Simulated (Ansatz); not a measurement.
Geometry optimisation, RKS PBE/def2-SVP (Ansatz).

Input file:

```yaml
crystal:
  periodic: [false, false, false]
  atoms:
    - { symbol: Sn, position_ang: [0.0, 0.0, 0.0] }
    - { symbol: Cl, position_ang: [0.0, 0.0, 2.76] }
    - { symbol: O, position_ang: [1.8483, 0.0, -0.6527] }
    - { symbol: H, position_ang: [2.1646, -0.9521, -0.7693] }
    - { symbol: O, position_ang: [-0.9232, 1.5994, -0.6527] }
    - { symbol: H, position_ang: [-1.881, 1.3686, -0.8751] }
    - { symbol: O, position_ang: [-0.9232, -1.5994, -0.6527] }
    - { symbol: H, position_ang: [-1.3778, -2.065, 0.1197] }
    - { symbol: S, position_ang: [1.437, 2.1671, 0.864] }
    - { symbol: H, position_ang: [2.5139, 1.7322, 1.6457] }
    - { symbol: H, position_ang: [0.8541, 1.288, 2.1899] }
basis:
  gaussian: { orbitals: def2-SVP }
hamiltonian:
  xc: pbe
relax:
  f_tol: 0.15
  max_steps: 25
  restrain:
    - { distance: [0, 8], at: 2.44, k: 30.0 }
    - { distance: [10, 1], at: 1.37, k: 30.0 }
    - { distance: [0, 1], at: 3.61, k: 30.0 }
    - { distance: [10, 8], at: 2.6, k: 30.0 }
output:
  orbitals: {}
```

Launched with:

```bash
$ ansatz run input.yaml --threads 4 --pin off --max-ram 5120MiB --backend cpu --events-out ev --progress --plain --runs-dir out
```

Where does it end, and by what steps?

It converged. The restraints hold the end off the free minimum; the threshold counts their pulls, which the force column leaves out. Restrained pairs: Sn1–S9 (2.74 → 2.44 Å), Cl2–H11 (1.65 → 1.34 Å), Sn1–Cl2 (2.76 → 3.62 Å), S9–H11 (1.69 → 2.59 Å). After 21 steps the energy has fallen by 1.543 eV (the restraints' own energy left out); H8 moved furthest, 1.63 Å.

```tsv
step	energy less start (eV)	largest force component (eV/Å)	accepted
0	0.0000	2.666	yes
1	0.5301	2.751	yes
2	0.7440	2.833	yes
3	0.1622	2.292	yes
4	-0.5427	1.574	yes
5	-0.8239	1.146	yes
6	-1.0454	0.996	yes
7	-1.2047	0.873	yes
8	-1.3168	0.719	yes
9	-1.3863	0.678	yes
10	-1.4346	0.649	yes
11	-1.4538	0.603	yes
12	-1.4299	0.985	no
13	-1.4601	0.627	yes
14	-1.4624	0.695	yes
15	-1.4794	0.634	yes
16	-1.4943	0.671	yes
17	-1.4868	1.155	no
18	-1.5134	0.613	yes
19	-1.5255	0.609	yes
20	-1.5319	0.672	yes
21	-1.5434	0.578	yes
```

```xyz
11
Properties=species:S:1:pos:R:3
Sn 0.462 0.452 -0.248
Cl -1.184 0.124 2.955
O 1.650 0.027 -1.804
H 1.760 -0.946 -1.807
O -1.139 1.510 -0.799
H -1.677 0.958 -1.403
O 0.069 -1.401 0.393
H -0.447 -1.314 1.225
S 1.561 2.032 1.256
H 2.692 1.277 1.310
H -0.035 0.819 2.900
```

Run time: 37 s on 4 threads of Arm Neoverse V2, on a shared host, peak memory 0.2 GiB.
